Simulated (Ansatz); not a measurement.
Zn(k2OAc)2 (C4H6O4Zn), SMILES CC1[O][Zn]2([O]C(C)=[O]->2)<-[O]=1.

Geometry: PBE-D3(BJ)/def2-SVP. The isomer is the one that the SMILES or the coordinates give; other isomers of the formula were not compared. Other conformers were not sampled.

Two levels are set side by side: PBE/def2-SVPD (Ansatz, a quantum-chemistry and plane-wave program) and CAM-B3LYP/def2-SVPD (Ansatz). Energy differences of separate SCF runs at the same geometry; the states with an electron removed or added have multiplicity 2 and 2. Differences are taken from unrounded values.

| quantity | CAM-B3LYP |
|---|---|
| vertical ionisation energy (eV) | 10.85 |
| vertical singlet–triplet gap (eV) | 5.79 |

### Question
What does PBE give, and how far is it from CAM-B3LYP? (The exact figures need the calculation; the answer reports its results.)

### Answer

```tsv
quantity	PBE	PBE minus CAM-B3LYP
vertical ionisation energy (eV)	9.62	-1.23
vertical singlet–triplet gap (eV)	5.33	-0.46
```
